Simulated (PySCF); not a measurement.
Bonding in `C/C(=C/[C@H](F)C(F)=C(F)F)S(=O)(=O)[O-]`

C₆H₅F₄O₃S (charge -1).
Numbering: `[CH3:1]/[C:2](=[CH:3]/[C@H:4]([F:5])[C:6]([F:7])=[C:8]([F:9])[F:10])[S:11](=[O:12])(=[O:13])[O-:14]` (hydrogens: H15, H16, H17 on C1; H18 on C3; H19 on C4)

Geometry (PBE0-D3(BJ)/def2-SVP, Å), atoms numbered from 1 in this order:
```xyz
19
C6H5F4O3S angstrom
C     -1.692   -1.234   -1.499
C     -0.968   -0.221   -0.683
C      0.206    0.317   -1.024
C      0.956    1.298   -0.185
F      1.629    2.195   -1.022
C      1.959    0.708    0.743
F      2.479    1.578    1.621
C      2.376   -0.553    0.833
F      2.001   -1.544    0.063
F      3.234   -0.963    1.743
S     -1.760    0.197    0.908
O     -3.029   -0.554    0.888
O     -1.919    1.669    0.868
O     -0.775   -0.270    1.906
H     -2.715   -0.887   -1.710
H     -1.164   -1.450   -2.442
H     -1.810   -2.163   -0.920
H      0.702    0.025   -1.959
H      0.241    1.875    0.429
```

Bond orders from the PBE0/pcSseg-1 density (PySCF). The structure is a single PBE0-D3(BJ)/def2-SVP conformer in the gas phase; no vibrational or solvent corrections. The pcSseg-1 basis has no diffuse functions, a weakness for an anion.

(1) How far do the computed orders between heavy atoms stray from the drawn ones?

(2) Give the Mayer order of every bond, beside its length.

## Answers

(1) The largest departure is 0.611, at S11–O14 (drawn single, 1.611). Drawn single, order above 1.12: S11–O14 (1.611). Drawn single, order below 0.88: C4–F5 (0.814) and C2–S11 (0.850). Drawn double or triple, more than 0.30 short of the drawn order: S11–O12 (1.642) and S11–O13 (1.578). The SMILES, with its formal charges, is one Lewis structure only.

(2) 
| bond | drawn as | length (Å) | Mayer order |
| --- | --- | --- | --- |
| C1–C2 | single | 1.489 | 1.079 |
| C2–C3 | double | 1.336 | 1.768 |
| C3–C4 | single | 1.493 | 1.046 |
| C4–F5 | single | 1.399 | 0.814 |
| C4–C6 | single | 1.489 | 0.994 |
| C6–F7 | single | 1.341 | 0.924 |
| C6–C8 | double | 1.331 | 1.731 |
| C8–F9 | single | 1.310 | 1.021 |
| C8–F10 | single | 1.316 | 0.994 |
| C2–S11 | single | 1.826 | 0.850 |
| S11–O12 | double | 1.475 | 1.642 |
| S11–O13 | double | 1.481 | 1.578 |
| S11–O14 | single | 1.478 | 1.611 |
| C1–H15 | single | 1.101 | 0.939 |
| C1–H16 | single | 1.102 | 0.958 |
| C1–H17 | single | 1.101 | 0.939 |
| C3–H18 | single | 1.097 | 0.953 |
| C4–H19 | single | 1.105 | 0.886 |

Bonds between the same two heavy elements. C–C: lowest C4–C6 (0.994, 1.489 Å), highest C2–C3 (1.768, 1.336 Å); in 2 of the 10 pairs the longer bond (by over 0.003 Å) has the higher order (by 0.02 or more). C–F: lowest C4–F5 (0.814, 1.399 Å), highest C8–F9 (1.021, 1.310 Å). O–S: lowest S11–O13 (1.578, 1.481 Å), highest S11–O12 (1.642, 1.475 Å).

Question: Sum the orders of all bonds at each heavy atom with more than one neighbour and set the sums beside the valence in the SMILES.

Answer: C1 3.915 (drawn 4), C2 3.697 (drawn 4), C3 3.767 (drawn 4), C4 3.740 (drawn 4), C6 3.649 (drawn 4), C8 3.746 (drawn 4), S11 5.681 (drawn 6). Orders between atoms that aren't bonded are not in these sums.

For a closed shell the Mayer order of atoms A and B is Σ (PS)μν (PS)νμ over the basis functions μ on A and ν on B, with P the density and S the overlap matrix.

The run behind these numbers computed NMR shieldings as well. Time: 72 s wall, 2.7 min CPU (with the writing of density and orbital grids); peak memory 2.1 GiB. Hardware: 2 threads, Intel Xeon Platinum 8259CL at 2.50 GHz (x86_64), no GPU, on a shared host.
